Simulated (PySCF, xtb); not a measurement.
NbF3, SMILES [F][Nb]([F])[F] (connectivity only; charge and spin as stated), neutral, multiplicity 3.

Harmonic wavenumbers (cm⁻¹) from xtb 6.7.1 with GFN2-xTB at its own minimum, in rising order: 105, 131, 172, 310, 520, 599.

**Question.** What does PBE-D3(BJ)/def2-TZVP (PySCF) give at its own minimum? (The exact figures need the calculation; the answer reports its results.)

**Answer.** 69, 112, 175, 593, 645, 699. Paired by order, the mean absolute difference is 94 cm⁻¹ and the zero-point energies are 2.6 and 3.3 kcal/mol.
